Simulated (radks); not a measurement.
Species: Se XXIII. Configuration: [Ne] 3s2. Calculated with a radial shooting solver on a logarithmic mesh with Libxc functionals: scalar-relativistic Kohn-Sham, PBE, spin-unpolarised, spherical densities, point nucleus.

Unscreened Slater integrals over Kohn-Sham orbitals (hartree).

\begin{tabular}{lr}
integral & value \\ \hline
F0(3s,3s) & 1.8710 \\
F0(3s,2p) & 2.4521 \\
G1(3s,2p) & 0.25089 \\
F0(3s,2s) & 2.4000 \\
G0(3s,2s) & 0.19905 \\
F0(3s,1s) & 2.7901 \\
G0(3s,1s) & 0.13447 \\
F0(2p,2p) & 5.4257 \\
F2(2p,2p) & 2.5755 \\
F0(2p,2s) & 4.9737 \\
G1(2p,2s) & 2.8401 \\
F0(2p,1s) & 7.3968 \\
G1(2p,1s) & 1.3282 \\
F0(2s,2s) & 4.6860 \\
F0(2s,1s) & 6.5823 \\
G0(2s,1s) & 0.62717 \\
F0(1s,1s) & 21.362 \\
\end{tabular}
